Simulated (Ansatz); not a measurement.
`[CH3][GeH]([CH3])[SH]` + PH₃ → `[CH3][GeH]([CH3])[PH2]` + H₂S  (ligand exchange at a Ge–S bond)

Calculated with Ansatz (gas phase, PBE0-D4/def2-TZVP geometries, no zero-point term in ΔE). CBS: MP2 limit from def2 TZ/QZ plus the TZ coupled-cluster correction, frozen cores. This one scheme is used for every species. DFT in def2-TZVPP. B3LYP here is the variant with VWN-RPA as its local correlation; programs differ in this. For Ge outer-core shells are correlated without core-valence functions, which leaves a few kJ/mol of doubt a bond. Scalar relativity is left out up to krypton. Each species was taken in one conformer, which may not be the lowest.

| level | ΔE (kJ/mol) | difference from CCSD(T)/CBS |
| --- | --- | --- |
| B3LYP-D4 | 27.7 | 0.8 |
| ωB97X-V | 29.1 | 2.2 |
| BLYP | 28.2 | 1.3 |
| r2SCANh | 27.9 | 1.0 |
| CAM-B3LYP | 30.3 | 3.4 |
| HF/def2-SVP | 37.3 | 10.4 |
| CCSD(T)/def2-SVP | 28.4 | 1.5 |
| MP2/def2-TZVPP | 28.6 | 1.7 |
| CCSD(T)/def2-TZVPP | 27.2 | 0.3 |
| MP2/def2-QZVPP | 28.4 | 1.5 |
| CCSD(T)/CBS | 26.9 | 0 |

Largest T1 diagnostic among the species: 0.013.

Leaving LDA and LC-ωPBE aside and taking each functional with its dispersion term where it has one, the values, not all of them listed here, spread over 7.3 kJ/mol, from PBE-D4 to BHLYP-D4. From BLYP to BHLYP (50 % exact exchange), in def2-TZVPP and without D4, ΔE moves by +4.0 kJ/mol.

CCSD(T)/CBS has its own doubt, a few kJ/mol and more with outer-core shells, so smaller differences from it don't rank the levels.
